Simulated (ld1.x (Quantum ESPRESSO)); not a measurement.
**u(r) = r·R(r): atom against pseudo-atom (V (Z = 23))**

Columns: radius, all-electron u(r) and pseudo u(r) of the 4s shell (level -3.87 eV) of vanadium in the configuration [Ne] 3s2 3p6 3d4 4s1 4p0; PBE, scalar-relativistic, PAW scheme, ld1.x (Quantum ESPRESSO) 7.5.

```tsv
r (bohr)	all-electron	pseudo
0.148	-0.1104	-0.0419
0.295	-0.0911	-0.0835
0.443	0.0912	-0.1251
0.590	0.2154	-0.1660
0.738	0.2425	-0.2067
0.885	0.1956	-0.2463
1.033	0.1070	-0.2854
1.180	0.0026	-0.3229
1.328	-0.1033	-0.3593
1.475	-0.2009	-0.3937
1.623	-0.2874	-0.4262
1.770	-0.3605	-0.4561
1.918	-0.4211	-0.4835
2.065	-0.4693	-0.5076
2.213	-0.5069	-0.5284
2.360	-0.5346	-0.5454
2.508	-0.5541	-0.5586
2.655	-0.5663	-0.5676
2.802	-0.5721	-0.5723
2.950	-0.5727	-0.5727
3.098	-0.5687	-0.5687
3.245	-0.5610	-0.5610
3.393	-0.5500	-0.5500
3.540	-0.5366	-0.5366
3.688	-0.5210	-0.5210
3.835	-0.5040	-0.5040
```

How many radial nodes do the two functions have?

The all-electron 4s function has n − l − 1 = 3 (the table is too coarse to show those close to the nucleus); the pseudo-wave has 0, since the states of the same l below it are removed with the core.

At about which radius was the pseudo-wave matched?

2.95 bohr. The columns agree to 0.0005 from 2.80 bohr on; several derivatives are matched, so the curves merge somewhat inside the radius.

Where does each function peak?

Outermost all-electron maximum near 2.95 bohr, pseudo maximum near 2.95 bohr (to the table’s step).

Is the pseudo-wave norm-conserving?

No, it belongs to a PAW set: the norm inside the radius is not constrained, and the difference is carried by the augmentation charge.
